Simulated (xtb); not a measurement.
Al(Me)2(vinyl) (C₄H₉Al), SMILES [Al]([CH3])([CH3])[CH]=C. All values are semi-empirical tight-binding results from xtb (GFN2-xTB unless named), good for trends rather than for accurate numbers. The structure is a stationary point at GFN2-xTB. The structure was generated by enumeration; whether it is a known compound was not checked. Other conformers were not sampled.

For metal compounds this method's bond lengths and energies can be far off.

```
Item                                          Result
-------------------------------------  -------------
orbital gap                                  3.78 eV
zero-point energy                      67.6 kcal/mol
G − E(el) at 298.15 K (modified RRHO)  45.9 kcal/mol
```
